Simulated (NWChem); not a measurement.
C2H5NSi; SMILES N#CC[SiH3]

```xyz
9

N      0.5206    -2.3616     0.0000
C     -0.1251    -1.3829     0.0000
C     -0.8762    -0.1390     0.0000
Si     0.2653     1.4070     0.0000
H     -1.5353    -0.0952    -0.8931
H     -1.5353    -0.0952     0.8931
H      1.1224     1.3909     1.2306
H     -0.6143     2.6252     0.0000
H      1.1224     1.3909    -1.2306
```
Atoms are numbered in this order, from 1.

Level: PBE-D3(BJ)/def2-SVP (NWChem), optimised geometry, unscaled harmonic frequencies. 

Question: List the harmonic frequencies with IR intensities, and the thermochemistry.

Answer: 
```json
[
 {"frequency (cm⁻¹)": "134", "IR intensity (km/mol)": "1.3"},
 {"frequency (cm⁻¹)": "137", "IR intensity (km/mol)": "4.2"},
 {"frequency (cm⁻¹)": "366", "IR intensity (km/mol)": "0.0"},
 {"frequency (cm⁻¹)": "450", "IR intensity (km/mol)": "1.7"},
 {"frequency (cm⁻¹)": "490", "IR intensity (km/mol)": "4.2"},
 {"frequency (cm⁻¹)": "564", "IR intensity (km/mol)": "15.2"},
 {"frequency (cm⁻¹)": "723", "IR intensity (km/mol)": "17.3"},
 {"frequency (cm⁻¹)": "803", "IR intensity (km/mol)": "40.8"},
 {"frequency (cm⁻¹)": "881", "IR intensity (km/mol)": "194.4"},
 {"frequency (cm⁻¹)": "909", "IR intensity (km/mol)": "34.3"},
 {"frequency (cm⁻¹)": "911", "IR intensity (km/mol)": "35.7"},
 {"frequency (cm⁻¹)": "960", "IR intensity (km/mol)": "0.6"},
 {"frequency (cm⁻¹)": "1116", "IR intensity (km/mol)": "3.0"},
 {"frequency (cm⁻¹)": "1135", "IR intensity (km/mol)": "19.0"},
 {"frequency (cm⁻¹)": "1356", "IR intensity (km/mol)": "9.7"},
 {"frequency (cm⁻¹)": "2178", "IR intensity (km/mol)": "68.2"},
 {"frequency (cm⁻¹)": "2196", "IR intensity (km/mol)": "69.7"},
 {"frequency (cm⁻¹)": "2203", "IR intensity (km/mol)": "82.8"},
 {"frequency (cm⁻¹)": "2289", "IR intensity (km/mol)": "24.5"},
 {"frequency (cm⁻¹)": "2989", "IR intensity (km/mol)": "1.0"},
 {"frequency (cm⁻¹)": "3047", "IR intensity (km/mol)": "0.8"}
]
```

```json
{
  "zero_point_energy": "36.9 kcal/mol",
  "thermal correction to the enthalpy at 298.15 K (with zero-point energy)": "41.0 kcal/mol",
  "heat capacity Cv": "19.1 cal/(mol K)",
  "entropy at 298.15 K and 1 atm (symmetry number 1)": "73.8 cal/(mol K)",
  "dipole_moment": "3.70 D"
}
```

Rigid rotor and harmonic oscillator.
